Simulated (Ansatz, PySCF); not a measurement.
Spin states of H2I2Zr (SMILES [I][ZrH2][I]), each relaxed with B3LYP-D3(BJ)/def2-TZVP.
State 1 (charge 0, multiplicity 1):
```xyz
5

Zr    -0.1142    -0.0529     0.0638
I     -0.5501     0.9615    -2.3984
I      2.4076     0.1199     1.0086
H     -1.2153     0.8274     1.2371
H     -0.5817    -1.8262     0.0316
```
State 2 (charge 0, multiplicity 3):
```xyz
5

Zr    -0.4243    -0.2295     0.2895
I      0.2931     1.0768    -2.2029
I      2.3916     0.4758     0.2102
H     -1.4875     0.7510     1.4624
H     -0.8266    -2.0445     0.1836
```

```csv
level,energy of the multiplicity-3 state less that of the multiplicity-1 state (eV),cost
PBE-D3(BJ)/def2-TZVPP,2.826,×1
BLYP/def2-TZVPP,2.871,×1
r2SCAN-D4/def2-TZVPP,2.877,×2
r2SCANh/def2-TZVPP,2.843,×2
B3LYP/def2-TZVPP,2.854,×1
B3LYP-D4/def2-TZVPP,2.818,×1
BHLYP-D3(BJ)/def2-TZVPP,2.729,×2
BHLYP-D4/def2-TZVPP,2.728,×2
CAM-B3LYP/def2-TZVPP,2.845,×2
CAM-B3LYP-D3(BJ)/def2-TZVPP,2.831,×2
B2PLYP/def2-TZVPP,3.026,×2
CCSD/def2-TZVPP,2.977,-
CCSD(T)/def2-SVP,3.146,×20
"CCSD(T)/CBS(def2-SVP, def2-TZVPP)",3.073,×200
```

The rows run from 2.728 (BHLYP-D4/def2-TZVPP) to 3.146 eV (CCSD(T)/def2-SVP). The dispersion term adds -0.036 in B3LYP-D4, -0.014 in CAM-B3LYP-D3(BJ). The 5 functionals in def2-TZVPP without D3 or D4 span 0.183, from r2SCANh to B2PLYP.

Singlets are restricted, other states unrestricted; no spin–orbit coupling, no relativity up to Kr; see below for the cores. The largest T1 diagnostic is 0.016.

Correlated levels freeze the inner cores; with def2 sets outer-core shells near the valence are correlated too. CBS(a, b) extrapolates the correlation energy as X⁻³ and adds the Hartree–Fock energy of set b.

Programs: Ansatz (a program for electronic structure); PySCF for the dispersion terms. Each number belongs to the level named beside it. In def2 rows elements past Kr take small-core potentials, without spin–orbit coupling.

Costs are rough ratios of core time to PBE/def2-TZVPP (about 60 s over the structures, on one shared machine); a dash marks a level with no comparable run of its own.
